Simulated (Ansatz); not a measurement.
Cost and result for the atomization energy of `C=NBC[SiH3]` (13 atoms, 12 bonds).

```xyz
13

C    -0.676   -0.301    2.616
N    -0.248   -0.626    1.499
B     0.214   -0.981    0.269
C     0.988    0.030   -0.650
Si   -0.180    0.815   -1.890
H    -0.084   -0.454    3.524
H    -1.665    0.151    2.742
H    -0.039   -2.097   -0.095
H     1.762   -0.489   -1.224
H     1.460    0.837   -0.082
H    -1.215    1.623   -1.188
H     0.555    1.714   -2.822
H    -0.873   -0.224   -2.698
```

The species carries charge 0 and has multiplicity 1. The structure was optimised at the PBE0-D4/def2-TZVP level. It is one conformer, not always the lowest. Program: Ansatz. All runs use 4 threads of a server CPU on a shared host. Times are those of one run each, without the atoms' runs, and a repeat can differ threefold. Electronic energies, without spin–orbit coupling; frozen cores. CCSD(T)/CBS adds CCSD(T) − MP2 in def2-TZVPP to the MP2 limit, and its time is that of the two runs behind it. T1 = 0.014. B3LYP takes the VWN-RPA correlation (the form of Gaussian; ORCA's B3LYP/G). HSE06 is the plane-wave form, built on full-range PBE exchange.

CCSD(T)/CBS is a level of theory with its own doubt, some kJ/mol a heavy atom from the limit and from the frozen cores, so smaller differences don't rank the functionals.

```tsv
level	functions	wall time
BLYP-D4/def2-TZVPP	278	2.2 s
PBE0-D4/def2-TZVPP	278	2.9 s
HSE06-D4/def2-TZVPP	278	3.1 s
CAM-B3LYP-D4/def2-TZVPP	278	3.3 s
B3LYP-D4/def2-TZVPP (with forces)	278	4.5 s
B2PLYP/def2-TZVPP	278	5.5 s
CCSD(T)/def2-SVP	114	5.5 s
PBE-QIDH/def2-TZVPP	278	6 s
ωB97X-V/def2-TZVPP	278	7.5 s
B97M-V/def2-TZVPP	278	9.5 s
MP2/def2-QZVPP	538	24 s
CCSD(T)/def2-TZVPP	278	2.7 min
CCSD(T)/CBS(def2)	–	3.1 min
```

(1) What atomization energy does each give, and how far from CCSD(T)/CBS? (Best estimate.)

## Answers

(1) The calculation gave: 
```
                            level  atomization (kcal/mol)  difference from CCSD(T)/CBS  per bond
               BLYP-D4/def2-TZVPP                  1159.0                          8.3       0.7
               PBE0-D4/def2-TZVPP                  1158.8                          8.1       0.7
              HSE06-D4/def2-TZVPP                  1159.7                          9.0       0.7
          CAM-B3LYP-D4/def2-TZVPP                  1164.3                         13.6       1.1
B3LYP-D4/def2-TZVPP (with forces)                  1162.0                         11.3       0.9
                B2PLYP/def2-TZVPP                  1146.2                         -4.5      -0.4
                 CCSD(T)/def2-SVP                  1097.9                        -52.8      -4.4
              PBE-QIDH/def2-TZVPP                  1147.2                         -3.5      -0.3
               ωB97X-V/def2-TZVPP                  1158.8                          8.1       0.7
                B97M-V/def2-TZVPP                  1160.7                         10.0       0.8
                   MP2/def2-QZVPP                  1150.3                         -0.4       0.0
               CCSD(T)/def2-TZVPP                  1123.3                        -27.4      -2.3
                CCSD(T)/CBS(def2)                  1150.7                          0.0       0.0
```

At CCSD(T), def2-SVP lies −52.8 kcal/mol from the extrapolated value and def2-TZVPP −27.5 kcal/mol: correlation converges slowly with the basis, and small sets miss more of it in the bonded molecule than in its fragments. In def2-TZVPP, CCSD(T) changes the Hartree–Fock value by +263.6 kcal/mol (the triples alone add +15.4 kcal/mol) and MP2 by +274.4 kcal/mol; breaking electron pairs costs correlation energy, which Hartree–Fock lacks. The D4 term adds +9.3 kcal/mol with B3LYP and +5.0 kcal/mol with PBE0; it sums over pairs of atoms, weighted by their polarisabilities, and B3LYP, whose exchange is more repulsive, gets the larger term.
